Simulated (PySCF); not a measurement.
**Cl⁺: interval between two levels**

Cl⁺ [Ne] 3s2 3p4 [3P2, M_J = 2] → Cl⁺ [Ne] 3s1 3p5 [3P2, M_J = 2], as a difference of total energies. Computed with PySCF 2.14 in x2c-TZVPall-2c (5s6p2d1f, 40 functions), with the two-component X2C-1e Hamiltonian. Correlated levels: [Ne] frozen; the 6 highest virtual spinors dropped. "Screened" scales the spin-orbit matrix elements by Boettger's factors to mimic the two-electron term; Breit and QED terms are absent.

```json
{"method": "GHF (spin-free)", "interval between two levels (cm⁻¹)": "116090", "error (cm⁻¹)": "+22724"}
{"method": "GMP2 (spin-free)", "interval between two levels (cm⁻¹)": "106310", "error (cm⁻¹)": "+12941"}
{"method": "GHF (screened spin-orbit)", "interval between two levels (cm⁻¹)": "116130", "error (cm⁻¹)": "+22758"}
{"method": "GMP2 (screened spin-orbit)", "interval between two levels (cm⁻¹)": "106330", "error (cm⁻¹)": "+12961"}
```

Reference: 93368 cm⁻¹ (measured; NIST Handbook of Basic Atomic Spectroscopic Data (Sansonetti and Martin, J. Phys. Chem. Ref. Data 34, 1559 (2005))).

Errors of the correlated levels include the incompleteness of this basis and the frozen core.

The labels give the starting determinants; with spin-orbit coupling the two ends relaxed to ⟨J²⟩ = 6.01, ⟨L²⟩ = 2.02, ⟨S²⟩ = 2.00 and ⟨J²⟩ = 6.02, ⟨L²⟩ = 2.00, ⟨S²⟩ = 2.01.
